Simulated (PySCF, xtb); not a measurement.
C₂H₅FOSi₂, SMILES O=C1C[SiH2][Si@@H]1F.

GFN2-xTB (xtb) at its own geometry gives an orbital gap of 2.39 eV and a dipole moment of 3.64 D.

Coordinates come from a B3LYP-D3(BJ)/def2-SVP optimisation. The structure was generated by enumeration; whether it is a known compound was not checked.

Question: What does PBE/def2-TZVP in PySCF give? (Estimate from the structure and the level; the computed values follow.)

Answer: gap 2.40 eV (levels -5.54 and -3.14 eV), dipole 2.31 D.
